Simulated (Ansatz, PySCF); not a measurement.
Species: PbCl2, net charge 0, singlet state. 
Structure (B3LYP-D3(BJ)/def2-TZVP (Ansatz, a first-principles code) minimum search):
```
Pb
Cl 1 2.4827
Cl 1 2.4827 2 99.63
```

Property: atomisation energy (electronic, to ground-state atoms), in kcal/mol. Cores are frozen in the correlated levels unless marked. Open shells are spin-unrestricted. Spin-orbit coupling is left out. The frozen core is the preceding noble-gas configuration, with the filled d and f shells of earlier blocks. Past Kr the def2 sets carry scalar-relativistic core potentials. The coupled-cluster limit lacks core correlation, which all-electron functionals hold. Basis-set limits of correlation are two-point, X^-3; Hartree-Fock from the larger set.

```csv
level,program,atomisation energy (kcal/mol)
BP86-D4/def2-TZVPD,PySCF + dftd4,188.0
PBE0-D3(BJ)/def2-TZVPD,Ansatz + dftd3,180.7
```

### Question
What does CCSD(T)/CBS(def2-TZVPPD,def2-QZVPPD) (Ansatz) give?

### Answer
179.1 kcal/mol
